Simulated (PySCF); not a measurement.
Be(Et)(SeH), SMILES C[CH2][Be][SeH] (C2H6BeSe) (B3LYP/def2-SVP optimised geometry):

```
10

Be    -0.250    -0.739     0.000
C     -0.308     0.940     0.025
C     -0.192     1.693    -1.317
H      0.484     1.295     0.717
H     -1.251     1.233     0.532
H     -0.996     1.409    -2.017
H      0.763     1.480    -1.825
H     -0.251     2.788    -1.188
Se    -0.227    -2.788     0.000
H      1.251    -2.788     0.000
```

Method: B3LYP/def2-TZVP run with PySCF.

### Question
What are the frontier orbital energies and the dipole moment?

### Answer
HOMO-2 -8.68 eV, HOMO-1 -7.67 eV, HOMO -6.91 eV, LUMO -0.81 eV, LUMO+1 -0.44 eV; dipole moment 0.96 D.

Meta-Löwdin charges at B3LYP/def2-TZVP: Be1 1.18, C2 -0.79, C3 -0.31, H4 0.10, H5 0.10, H6 0.10, H7 0.10, H8 0.10, Se9 -0.66, H10 0.07.
